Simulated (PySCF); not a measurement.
# One molecule, several mistakes: C2GeH7O

These are calculations, not measurements. The program is PySCF 2.14.0, an open-source quantum chemistry code, run on an isolated molecule that a program drew, which may never have been made. The molecule is C2GeH7O (charge 0, doublet), drawn as the SMILES string `[CH2]O[CH2][GeH3]`.

Each row is a Hartree-Fock (HF) and frozen-core CCSD(T) single point in the cc-pVDZ basis, meant for a local HF minimum. Run 1 is clean. Each other run has one planted mistake out of seven kinds, and not every kind appears here: one electron removed, one electron added, multiplicity raised by two, geometry at a saddle point, minimal basis STO-3G, one bond length entered in bohr, all coordinates scaled. The reference is restricted for singlets and unrestricted otherwise, and also for a bond in bohr. Adding or removing an electron swaps singlet and doublet. Electrons count all cores. HOMO and LUMO are orbital energies over both spins, the gradient is its largest component, and the lowest frequency (negative if imaginary) is given only where the gradient is small. Bond lengths are over the 10 bonds as drawn. T1 is the CCSD diagnostic: over 0.02 (restricted) or 0.045 (unrestricted) a single reference is doubtful. Germanium has the cc-pVDZ-PP basis, with a core potential (ECP10MDF) in place of its 10 inner electrons, and its 3s, 3p and 3d shells are frozen in CCSD(T).

Geometry of the clean run:
```xyz
11
C2GeH7O, angstrom
C    -0.6899   -0.4246    2.9179
O    -0.1516   -1.5568    2.4162
C     1.1193   -1.4407    1.8199
Ge    1.0404   -0.7282   -0.0295
H    -1.6589   -0.5818    3.3717
H    -0.0100    0.3043    3.3526
H     1.7822   -0.8277    2.4393
H     1.5389   -2.4457    1.7891
H     2.4570   -0.7533   -0.6216
H     0.1195   -1.6072   -0.8792
H     0.5223    0.7129   -0.0413
```

```
run  electrons  basis functions  <S^2>  HOMO (eV)  LUMO (eV)  gradient (hartree/bohr)  lowest frequency (cm^-1)  mean bond (Å)  longest bond (Å)      T1  HF (hartree)  CCSD(T) (hartree)                          mistake
  1         59              100  0.760      -8.93       3.87                  6.4e-06                        65         1.3693             1.983  0.0162    -447.97442         -448.59189                         no fault
  2         59              100  1.762      -8.32       0.49                  1.4e-02                         -         1.5060             2.902  0.0195    -447.85170         -448.44540  one bond length entered in bohr
  3         59              100  3.773      -2.70      -1.96                  2.1e-01                         -         1.3693             1.983  0.0277    -447.69875         -448.31438       multiplicity raised by two
  4         58              100  0.000     -16.77      -5.65                  1.5e-01                         -         1.3693             1.983  0.0279    -447.70449         -448.33234             one electron removed
  5         59              100  0.761      -9.26       3.67                  4.0e-02                         -         1.4378             2.083  0.0175    -447.95150         -448.58041                                ?
  6         60              100  0.000       1.04       8.28                  9.2e-02                         -         1.3693             1.983  0.0242    -447.87093         -448.52636                                ?
```

**Which mistake was planted in run 5, and what did it cost?**

The mean and the longest bond both change by the same factor, 1.050, and the gradient is no longer small. So the mistake is: all coordinates scaled. Subtracting run 1 and multiplying by 627.51 kcal/mol a hartree, the energy moved by 14.4 kcal/mol in HF and 7.2 kcal/mol in CCSD(T).

**Which mistake was planted in run 6, and what did it cost?**

It counts 60 electrons, one more than the clean run, at the same geometry and basis. So the mistake is: one electron added. Subtracting run 1 and multiplying by 627.51 kcal/mol a hartree, the energy moved by 64.9 kcal/mol in HF and 41.1 kcal/mol in CCSD(T).

Cautions from the logs. Run 4: T1 is over the limit, so its CCSD(T) energy is less reliable; run 6: T1 is over the limit, so its CCSD(T) energy is less reliable and the HOMO is above zero, so the electron isn't bound and the energy depends on the basis.
